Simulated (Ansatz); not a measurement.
```yaml
crystal:
  periodic: [false, false, false]
  atoms:
    - {symbol: Cl, position_ang: [1.622098, 1.924179, 1.639139]}
    - {symbol: C, position_ang: [0.577610, 0.874826, 0.732728]}
    - {symbol: C, position_ang: [1.054627, -0.136760, -0.018231]}
    - {symbol: Xx, position_ang: [-0.461161, -1.079036, -0.879653]}
    - {symbol: Al, position_ang: [-1.352100, 0.750512, 0.475384]}
    - {symbol: H, position_ang: [2.118133, -0.359759, -0.104549]}
    - {symbol: H, position_ang: [-0.358498, -1.033534, -2.416698]}
    - {symbol: H, position_ang: [-0.520229, -2.560943, -0.460639]}
    - {symbol: H, position_ang: [-2.591880, 1.574217, 1.015420]}
basis:
  gaussian: {orbitals: x2c-TZVPPall}
total_charge: -1
magnetization: {spin_polarized: true, initial_magnetization: 1}
hamiltonian: {xc: {name: revPBE}, dispersion: d3bj}
accuracy: high
```

```sh
$ ansatz run in.yaml --threads 4 --pin off --events-out ev --progress --plain --max-ram 10444MiB
```

Output, abridged:

```
Error: YAML parse error: error: line 7 column 16: `Xx` is not an element symbol (H … Og, case-exact)
 --> <input>:7:16
5 |     - {symbol: C, position_ang: [0.577610, 0.874826, 0.732728]}
6 |     - {symbol: C, position_ang: [1.054627, -0.136760, -0.018231]}
7 |     - {symbol: Xx, position_ang: [-0.461161, -1.079036, -0.879653]}
8 |     - {symbol: Al, position_ang: [-1.352100, 0.750512, 0.475384]}
9 |     - {symbol: H, position_ang: [2.118133, -0.359759, -0.104549]}
```

(1) What is wrong with this run?

Results:

(1) An element symbol is wrong. The program refused the input.
